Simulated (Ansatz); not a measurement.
`[AlH2][SiH2][SiH3]` + `NC(O)(F)F` → `NC(F)(F)O[SiH3]` + `[AlH2][SiH3]`  (cleavage of the Si–Si bond)

Program: Ansatz. Geometries: PBE0-D4/def2-TZVP. ΔE: electronic, gas phase. CCSD(T)/CBS adds triple-zeta CCSD(T) − MP2 to the extrapolated MP2 energy (def2 sets, frozen cores). This one scheme is used for every species. DFT in def2-TZVPP. One conformer a species, not always the lowest.

```json
{"species": "`[AlH2][SiH2][SiH3]`", "ωB97X-V energy (Eh)": "-825.48586"}
{"species": "`NC(O)(F)F`", "ωB97X-V energy (Eh)": "-369.63909"}
{"species": "`NC(F)(F)O[SiH3]`", "ωB97X-V energy (Eh)": "-660.33006"}
{"species": "`[AlH2][SiH3]`", "ωB97X-V energy (Eh)": "-534.82267"}
```

Question: Work out ΔE.

Answer: ΔE = (-660.33006) + (-534.82267) − (-825.48586) − (-369.63909) = -0.02778 Eh = -72.9 kJ/mol. CCSD(T)/CBS gives -72.2 kJ/mol.

Largest T1 diagnostic among the species: 0.013.

From PBE to PBE0 (25 % exact exchange), in def2-TZVPP and without D4, ΔE moves by −5.5 kJ/mol. In def2-TZVPP, CCSD(T) changes the Hartree–Fock value by +23.3 kJ/mol (the triples alone add +3.2 kJ/mol) and MP2 by +17.2 kJ/mol.
